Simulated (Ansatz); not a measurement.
Ligand exchange: AuF + GaH(CH3)(SH) → AuSH + GaH(CH3)F

Species: AuF, singlet; GaH(CH3)(SH), singlet; AuSH `[SH][Au]`, singlet; GaH(CH3)F, singlet. The partners trade F for SH: Au–F and Ga–SH bonds give way to Au–SH and Ga–F.

Shapes, held fixed at every level: PBE0-D4/def2-TZVP. Flexible molecules stand in one conformer, not always the lowest. Programs: Ansatz 0.2.0. Electronic energies: no zero-point or thermal term.

Q: Estimate ΔE of this reaction.

A: The highest level, CCSD(T)/def2-TZVPP, gives ΔE = -161.6 kJ/mol; the levels span -163.1 to -152.5. The column of differences is taken from that level and isn't an error. No measured value is set beside it here. T1 is large for AuF, AuSH, so single-reference values are less sure there. For atoms past krypton def2 sets carry core potentials with scalar relativity. Relativity is left out for Ga unless named. Correlated rows may include outer-core shells of Au, Ga, which these sets cover unevenly. Times are processor times on shared x86 and Arm servers, and rough.

| level | kind | ΔE (kJ/mol) | less CCSD(T)/def2-TZVPP | CPU time (sum over the molecules) |
| --- | --- | --- | --- | --- |
| PBE-D4/def2-TZVPP | GGA | -152.5 | +9.1 | 17 s |
| r2SCAN-D4/def2-TZVPP | meta-GGA | -157.1 | +4.5 | 31 s |
| BHLYP-D4/def2-TZVPP | global hybrid | -153.2 | +8.4 | 17 s |
| B2PLYP/def2-TZVPP | double hybrid | -163.1 | -1.5 | 29 s |
| CCSD/def2-SVP | coupled cluster or CI | -161.4 | +0.2 | – |
| CCSD/def2-TZVPP | coupled cluster or CI | -160.2 | +1.4 | – |
| CCSD(T)/def2-TZVPP | coupled cluster or CI | -161.6 | 0.0 | 3.7 min |
